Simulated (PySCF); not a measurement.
Compound: pivaloyl chloride, C5H9ClO.
Numbering: `[CH3:1][C:2]([CH3:3])([CH3:4])[C:5](=[O:6])[Cl:7]` (hydrogens: H8, H9, H10 on C1; H11, H12, H13 on C3; H14, H15, H16 on C4)

A GFN2-xTB structure was refined with PySCF, PBE0-D3(BJ)/def2-SVP geometry optimisation, gas phase. Its GFN2-xTB values:

| coordinate | GFN2-xTB |
| --- | --- |
| C1–C2 | 1.531 Å |
| C1–H8 | 1.087 Å |
| C2–C5 | 1.508 Å |
| C5=O6 | 1.184 Å |
| C5–Cl7 | 1.776 Å |
| C1–C2–C3 | 110.0° |
| C1–C2–C5 | 108.2° |
| C2–C5–O6 | 128.3° |
| C2–C5–Cl7 | 113.2° |
| C3–C2–C5 | 109.1° |
| O6–C5–Cl7 | 118.6° |
| C1–C2–C5–O6 | 0° |

Question: How do these coordinates change at the PBE0-D3(BJ)/def2-SVP level?

Answer: 
```
 coordinate  PBE0-D3(BJ)/def2-SVP (Å or °)  change
     C5–Cl7                          1.804  +0.028
      C2–C5                          1.524  +0.016
      C1–H8                          1.099  +0.012
      C1–C2                          1.529  -0.002
      C5=O6                          1.182  -0.002
   C2–C5–O6                          127.1    -1.2
  O6–C5–Cl7                          119.3    +0.7
   C1–C2–C5                          107.5    -0.7
  C2–C5–Cl7                          113.6    +0.4
   C1–C2–C3                          110.4    +0.4
   C3–C2–C5                          109.4    +0.3
C1–C2–C5–O6                             -1      -1
```

The energy falls by 0.96 kcal/mol over 6 energy and gradient evaluations, the largest force component goes from 0.0093 to 1.8e-04 Eh/bohr, and the atoms move by 0.022 Å rms after alignment. The bond that changes most is C5–Cl7 (ends: acyl halide carbon; chlorine bonded to C), which lengthens by 0.028 Å. Bonds longer at the end by more than 0.005 Å: 11 of 15; shorter: 0. Rotational constants go from 3009, 1754, 1464 to 2987, 1723, 1439 MHz.

The run used 147 basis functions and 40 SCF cycles in all. Time: 54 s of wall time; peak memory 0.61 GiB. Hardware: Arm Neoverse V1, one thread, no GPU, shared host with 32 logical CPUs at a one-minute load of 11.

Whether it is a minimum is left open (no frequencies).

The values belong to the conformer `[CH3:1][C:2]([CH3:3])([CH3:4])[C:5](=[O:6])[Cl:7]`: C1–C2–C5–O6 -1°.
